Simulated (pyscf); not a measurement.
`[AsH3]` + `[GeH2]` [singlet] -> `[GeH3][AsH2]`, an insertion (singlet surface; As–H broken, As–Ge, Ge–H formed). Single points on ωB97X-D3(BJ)/def2-SVP structures (PySCF, gas phase). Correlated levels are frozen-core, on RHF or UHF. ΔMP2 is the change of the MP2 total energy from the triple- to the quadruple-zeta basis. Energies in kcal/mol from the separated reactants.

AM1 to PM7: differences of heats of formation from MOPAC, which are fitted to 298 K values and so differ in kind from electronic energies by zero-point and thermal terms. 

Question: In single points PM7 puts the saddle at 6.2 kcal/mol and the reaction energy at -42.5 kcal/mol. Should these be trusted to within a few kcal/mol? Compare with CCSD(T)/def2-TZVPP + ΔMP2(QZVPP).

Answer: CCSD(T)/def2-TZVPP + ΔMP2(QZVPP) gives ΔE‡ = 2.0 kcal/mol and ΔE = -49.7 kcal/mol. PM7 lies 4.2 kcal/mol over it in the barrier and 7.2 kcal/mol over it in the reaction energy, so on this step it does not hold to within 3.0 kcal/mol. CCSD(T)/def2-TZVPP + ΔMP2(QZVPP) has limits of its own. On the reactant side the descent ends in an adduct with a As–Ge contact, 8.7 kcal/mol under the separated species and 8.7 kcal/mol under the saddle at ωB97X-D3(BJ)/def2-TZVP. What is counted as formed (As–Ge) is already present as a longer contact in the reactant adduct; forming that adduct is a step of its own. One saddle was located; it need not be the lowest between these sides. The CCSD(T) − MP2 part came from Ansatz, without density fitting, on the same reference. The frozen core leaves the outer d or s,p core shells of the metals and heavy elements correlated in the MP2 and CC values, and def2-TZVPP describes them poorly, which can shift differences by a few kcal/mol. In the def2 sets elements up to Kr have no core potential.
